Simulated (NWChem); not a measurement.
System: C2H2N3, doublet; SMILES [c]1nc[nH]n1

Here is an NWChem input.

```
start job
memory heap 200 mb stack 900 mb global 1100 mb
geometry units angstroms noautoz
  C      1.152933     0.077855     0.000000
  N      0.563884    -1.091913     0.000000
  N     -0.750739    -0.693499     0.000000
  C     -0.828733     0.656033     0.000000
  N      0.392795     1.180338     0.000000
  H     -1.488517    -1.384860     0.000000
  H     -1.762295     1.202837     0.000000
end
basis spherical
  * library def2-svp
end
dft
  odft
  mult 2
  xc becke88 perdew86
  iterations 150
  mulliken
end
task dft energy
```

Excerpt of the output:

```
             Northwest Computational Chemistry Package (NWChem) 7.3.0
             --------------------------------------------------------

 CS  symmetry detected

                             Geometry "geometry" -> ""
                             -------------------------

 Output coordinates in angstroms (scale by  1.889725989 to convert to a.u.)

  No.       Tag          Charge          X              Y              Z
 ---- ---------------- ---------- -------------- -------------- --------------
    1 C                    6.0000     1.15142508     0.02562903     0.00000000
    2 N                    7.0000     0.50949466    -1.11597564     0.00000000
    3 N                    7.0000    -0.78553188    -0.65785601     0.00000000
    4 C                    6.0000    -0.80172525     0.69383088     0.00000000
    5 N                    7.0000     0.44250301     1.16172235     0.00000000
    6 H                    1.0000    -1.55415638    -1.31475234     0.00000000
    7 H                    1.0000    -1.70930309     1.28275794     0.00000000

 Effective nuclear repulsion energy (a.u.)     156.6658527886

      Symmetry information
      --------------------

 Group name             Cs
 Group number              2
 Group order               2
 No. of unique centers     7

  perdew86 is a nonlocal functional; adding perdew81 local functional.

                                 NWChem DFT Module
                                 -----------------

 Summary of "ao basis" -> "ao basis" (spherical)
 ------------------------------------------------------------------------------
       Tag                 Description            Shells   Functions and Types
 ---------------- ------------------------------  ------  ---------------------
 C                          def2-svp                 6       14   3s2p1d
 N                          def2-svp                 6       14   3s2p1d
 H                          def2-svp                 3        5   2s1p

      Symmetry analysis of basis
      --------------------------

        a'         58
        a"         22

            General Information
            -------------------
          SCF calculation type: DFT
          Wavefunction type:  spin polarized.
          No. of atoms     :     7
          No. of electrons :    35
           Alpha electrons :    18
            Beta electrons :    17
          Charge           :     0
          Spin multiplicity:     2
          Use of symmetry is: on ; symmetry adaption is: on
          Maximum number of iterations: 150
          AO basis - number of functions:    80
                     number of shells:    36
          Convergence on energy requested:  1.00D-06
          Convergence on density requested:  1.00D-05
          Convergence on gradient requested:  5.00D-04

              XC Information
              --------------
                    Becke 1988 Exchange Functional  1.000
                Perdew 1981 Correlation Functional  1.000 local
                Perdew 1986 Correlation Functional  1.000 non-local

             Grid Information
             ----------------
          Grid used for XC integration:  medium
          Radial quadrature: Mura-Knowles
          Angular quadrature: Lebedev.
          Tag              B.-S. Rad. Rad. Pts. Rad. Cut. Ang. Pts.
          ---              ---------- --------- --------- ---------
          C                   0.70       49           9.0       434
          N                   0.65       49          10.0       434
          H                   0.35       45           9.0       434
          Grid pruning is: on
          Number of quadrature shells:   335
          Spatial weights used:  Erf1

      Superposition of Atomic Density Guess
      -------------------------------------

 Sum of atomic energies:        -238.98072385

      Non-variational initial energy
      ------------------------------

 Total energy =    -241.942802
 1-e energy   =    -633.848995
 2-e energy   =     235.240340
 HOMO         =      -0.191465
 LUMO         =       0.041117

   Symmetry analysis of molecular orbitals - initial alpha
   -------------------------------------------------------

  Numbering of irreducible representations:

     1 a'          2 a"

  Orbital symmetries:

     1 a'          2 a'          3 a'          4 a'          5 a'
     6 a'          7 a'          8 a'          9 a'         10 a'
    11 a'         12 a"         13 a'         14 a'         15 a"
    16 a'         17 a"         18 a'         19 a"         20 a"
    21 a'         22 a'         23 a'         24 a'         25 a'
    26 a'         27 a'         28 a'

   Symmetry analysis of molecular orbitals - initial beta
   ------------------------------------------------------

  Numbering of irreducible representations:

     1 a'          2 a"

  Orbital symmetries:

     1 a'          2 a'          3 a'          4 a'          5 a'
     6 a'          7 a'          8 a'          9 a'         10 a'
    11 a'         12 a"         13 a'         14 a'         15 a"
    16 a'         17 a"         18 a'         19 a"         20 a"
    21 a'         22 a'         23 a'         24 a'         25 a'
    26 a'         27 a'         28 a'

     ---------------------------------------------
      Total Density - Mulliken Population Analysis
     ---------------------------------------------

    Atom       Charge   Shell Charges
 -----------   ------   -------------------------------------------------------
    1 C    6     5.67   1.99  0.98  0.38  1.60  0.66  0.07
    2 N    7     7.39   1.99  1.09  0.57  2.30  1.41  0.03
    3 N    7     7.06   1.99  1.00  0.42  2.27  1.34  0.03
    4 C    6     5.60   1.99  0.94  0.24  1.74  0.61  0.07
    5 N    7     7.59   1.99  1.09  0.54  2.44  1.52  0.03
    6 H    1     0.77   0.60  0.13  0.04
    7 H    1     0.92   0.67  0.22  0.02

     --------------------------------------------
      Spin Density - Mulliken Population Analysis
     --------------------------------------------

    Atom       Charge   Shell Charges
 -----------   ------   -------------------------------------------------------
    1 C    6     0.77   0.00  0.07  0.18  0.34  0.18  0.00
    2 N    7     0.04   0.00  0.02 -0.01  0.03 -0.01  0.00
    3 N    7     0.05   0.00  0.01 -0.00  0.03  0.02  0.00
    4 C    6     0.05   0.00  0.01 -0.00  0.03  0.01  0.00
    5 N    7     0.06   0.00  0.02 -0.00  0.04 -0.00  0.00
    6 H    1     0.01   0.01  0.01  0.00
    7 H    1     0.01   0.01  0.01  0.00

   convergence    iter        energy       DeltaE   RMS-Dens  Diis-err
 ---------------- ----- ----------------- --------- --------- ---------
 d= 0,ls=0.0,diis     1   -241.2825187061 -3.98D+02  1.06D-02  2.04D-01
                                                     1.16D-02  1.86D-01
 d= 0,ls=0.0,diis     2   -241.0150131119  2.68D-01  7.09D-03  7.77D-01
                                                     9.05D-03  7.84D-01
 d= 0,ls=0.0,diis     3   -241.3698742691 -3.55D-01  2.23D-03  4.39D-02
                                                     2.15D-03  4.04D-02
 d= 0,ls=0.0,diis     4   -241.3817004626 -1.18D-02  1.46D-03  1.41D-02
                                                     1.38D-03  1.35D-02
 d= 0,ls=0.0,diis     5   -241.3860237694 -4.32D-03  6.23D-04  5.45D-03
                                                     5.88D-04  5.51D-03
  Resetting Diis
 d= 0,ls=0.0,diis     6   -241.3886604714 -2.64D-03  1.29D-04  1.29D-04
                                                     9.04D-05  9.09D-05
 d= 0,ls=0.0,diis     7   -241.3887169822 -5.65D-05  5.60D-05  5.21D-06
                                                     7.08D-05  8.01D-06
 d= 0,ls=0.0,diis     8   -241.3887071164  9.87D-06  5.35D-05  3.07D-05
                                                     4.34D-05  2.67D-05
 d= 0,ls=0.0,diis     9   -241.3887215774 -1.45D-05  1.19D-05  5.10D-07
                                                     1.12D-05  4.81D-07
 d= 0,ls=0.0,diis    10   -241.3887216967 -1.19D-07  7.24D-06  4.75D-07
                                                     7.78D-06  5.73D-07

         Total DFT energy =     -241.388721696725
      One electron energy =     -635.910264752566
           Coulomb energy =      270.102993239932
    Exchange-Corr. energy =      -32.247302972729
 Nuclear repulsion energy =      156.665852788639

 Numeric. integr. density =       34.999989233283

                  Occupations of the irreducible representations
                  ----------------------------------------------

                     irrep           alpha         beta
                     --------     --------     --------
                     a'               15.0         14.0
                     a"                3.0          3.0

                    DFT Final Alpha Molecular Orbital Analysis
                    ------------------------------------------

 Vector   16  Occ=1.000000D+00  E=-2.612247D-01  Symmetry=a"
              MO Center=  1.7D-01, -2.2D-01,  1.8D-15, r^2= 2.1D+00
   Bfn.  Coefficient  Atom+Function         Bfn.  Coefficient  Atom+Function
  ----- ------------  ---------------      ----- ------------  ---------------
    20      0.392933  2 N  pz                48      0.357599  4 C  pz
     6     -0.322873  1 C  pz                23     -0.273826  2 N  pz
    51      0.244213  4 C  pz                 9     -0.202123  1 C  pz
    34     -0.179995  3 N  pz                37      0.122582  3 N  pz
    62     -0.100883  5 N  pz                65      0.065994  5 N  pz

[...]
```

Level: BP86/def2-SVP, spin-unrestricted. In the optimisation the excess spin sits in a' (Cs, its own frame). Coordinates come from a B3LYP/6-31G* (spherical d), spin-unrestricted optimisation. No stability test was run on the SCF state.
